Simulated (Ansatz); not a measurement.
Reaction (atomization): `[OH][Al]([OH])[Br]` → Al• + Br• + 2 H• + 2 O•

Gas-phase electronic energies from Ansatz, PBE0-D4/def2-TZVP geometries. CCSD(T)/CBS adds triple-zeta CCSD(T) − MP2 to the extrapolated MP2 energy (def2 sets, frozen cores). This one scheme is used for every species, atoms too. DFT in def2-TZVPP. No spin–orbit coupling; open shells (•) take unrestricted orbitals. Spin–orbit coupling would lower the free atoms: a little for Al, O; clearly for Br. Bonds to Br are less sure, by a few kJ/mol each and by 10 to 20 or more in all where they break to atoms, as the def2 sets lack core-valence functions. Scalar relativity is left out up to krypton. Each species was taken in one conformer, which may not be the lowest.

```tsv
level	ΔE (kJ/mol)
revPBE	2153.7
MP2/def2-TZVPP	2274.2
CCSD(T)/def2-TZVPP	2181.5
SCS-MP2/def2-QZVPP	2283.0
```

(1) What does CCSD(T)/CBS give? (Best estimate.)

Largest T1 diagnostic among the species: 0.018.

Results:

(1) Ansatz gave: +2262.9 kJ/mol. The listed levels differ from it by -109.2, 11.3, -81.4, 20.1 kJ/mol.

From PBE to PBE0 (25 % exact exchange), in def2-TZVPP and without D4, ΔE moves by −56.2 kJ/mol: exact exchange takes away binding that semilocal exchange gives to molecules. At CCSD(T), def2-SVP lies −202.4 kJ/mol from the extrapolated value and def2-TZVPP −81.4 kJ/mol: correlation converges slowly with the basis, and small sets miss more of it in the bonded molecule than in its fragments. Leaving LDA and LC-ωPBE aside and taking each functional with its dispersion term where it has one, the values, not all of them listed here, spread over 132.1 kJ/mol, from BHLYP-D4 to PBE-D4. LDA lies +314.8 kJ/mol from PBE without D4, its usual overbinding.

For atomizations the MP2-based limit and the directly extrapolated one differ by several kJ/mol either way, and by 10 to 25 for some Ge, Se and Sn compounds, so smaller differences from it don't rank the levels.
